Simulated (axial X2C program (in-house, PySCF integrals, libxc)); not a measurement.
Outer orbitals of OsN at 1.599 Å, HF

Computed with an in-house all-electron X2C program for linear molecules (integrals from PySCF). Spin-free means the one-electron spin-free X2C Hamiltonian; two-component (2c) means X2C with spin–orbit coupling and atomic mean-field two-electron Coulomb and Gaunt terms, so the difference of the two also holds small scalar two-electron terms. Basis: Os dyall-cv3z [13s14p9d6f4g], N dyall-av3z [7s7p3d2f] (cores contracted in-house); Gaussian nuclei, density fitting, unrestricted open shells. Masses: Os 191.961 u, N 14.003 u.

The distance is close to the 2c PBE0 minimum; the highest filled and lowest empty levels are listed.

Spin-free orbitals, state M_S = 1/2, Λ = 2 (beyond evenly filled blocks: δ+α, δ+β, δ-α) (Löwdin shares):

```csv
symmetry,occupied,ε (eV),atomic character
σα,yes,-29.42,"59% N s, 19% Os d, 9% Os p"
σβ,yes,-27.48,"57% N s, 22% Os d, 9% Os p"
σα,yes,-15.61,"53% N p, 32% Os d, 9% N s"
π-α,yes,-14.41,"56% N p, 35% Os d, 3% Os f"
π+α,yes,-14.41,"56% N p, 35% Os d, 3% Os f"
σβ,yes,-14.13,"53% N p, 29% Os d, 10% N s"
π+β,yes,-13.50,"62% Os d, 31% N p, 3% N d"
π-β,yes,-13.19,"51% Os d, 42% N p, 2% N d"
δ+α,yes,-12.16,96% Os d
δ-α,yes,-12.16,96% Os d
δ+β,yes,-11.40,96% Os d
σα,yes,-9.13,"45% Os s, 26% N p, 19% Os d"
σβ,yes,-7.93,"56% Os s, 15% N p, 13% Os p"
π+β,no,0.15,"64% Os p, 22% N p, 11% Os d"
π-β,no,0.36,"66% Os p, 17% N p, 15% Os d"
π+α,no,0.51,"65% Os p, 20% Os d, 13% N p"
π-α,no,0.51,"65% Os p, 20% Os d, 13% N p"
```

Spinors with spin–orbit coupling (state Ω = 5/2):

```
   ω  occupied  ε (eV)             atomic character     λ mixture
 1/2       yes  -29.31  59% N s, 19% Os d, 10% Os p        100% σ
-1/2       yes  -27.36   57% N s, 22% Os d, 9% Os p        100% σ
 1/2       yes  -15.61    51% N p, 34% Os d, 9% N s   97% σ, 3% π
 3/2       yes  -14.61   51% N p, 41% Os d, 3% Os f   94% π, 6% δ
-1/2       yes  -14.45   51% N p, 39% Os d, 3% Os f   92% π, 8% σ
-1/2       yes  -14.00    54% N p, 28% Os d, 9% N s   92% σ, 8% π
 1/2       yes  -13.52    63% Os d, 31% N p, 3% N d   96% π, 4% σ
-3/2       yes  -13.34            65% Os d, 29% N p  71% π, 29% δ
-3/2       yes  -12.38            80% Os d, 15% N p  71% δ, 29% π
 3/2       yes  -11.71             88% Os d, 8% N p  90% δ, 10% π
 5/2       yes  -11.68                     96% Os d        100% δ
 1/2       yes   -9.15  45% Os s, 26% N p, 19% Os d   99% σ, 1% π
-1/2       yes   -7.91  55% Os s, 16% N p, 13% Os p   99% σ, 1% π
 1/2        no   -0.09  60% Os p, 22% N p, 12% Os d  87% π, 13% σ
-1/2        no    0.19  56% Os p, 23% Os d, 16% N p  75% π, 25% σ
-3/2        no    0.49  69% Os p, 15% N p, 14% Os d        100% π
 3/2        no    0.65  70% Os p, 18% Os d, 11% N p   99% π, 1% δ
```

How does the gap between the highest filled and lowest empty level change from the spin-free to the 2c table?

From 8.08 to 7.82 eV at HF, a change of -0.26 eV.

Mulliken charges and populations of the two-component result (they depend on the basis, above all on diffuse functions):

Os 0.20 e (s 11.63 p 24.14 d 25.95 f 14.06 g 0.01), N -0.20 e (s 3.74 p 3.35 d 0.09 f 0.01). ⟨Lz⟩ = 1.96 ħ and ⟨Sz⟩ = 0.54 ħ (0.24 and 0.30 on the two atoms), which add up to Ω.

Occupations by symmetry block were frozen at the best pattern of an incomplete PBE0 search. Other states lie close and PBE0, whose exact exchange favours high spin, may order them wrongly; the determinant shown need not be the ground state. The nearest other spin-free determinant of the search, M_S = 1/2, Λ = 0, lies 0.29 eV up at the distance of the search. The determinant is spin-polarised beyond a pure state at some levels (its spin-free form has ⟨S²⟩ too high), which makes Re and μ there less reliable.
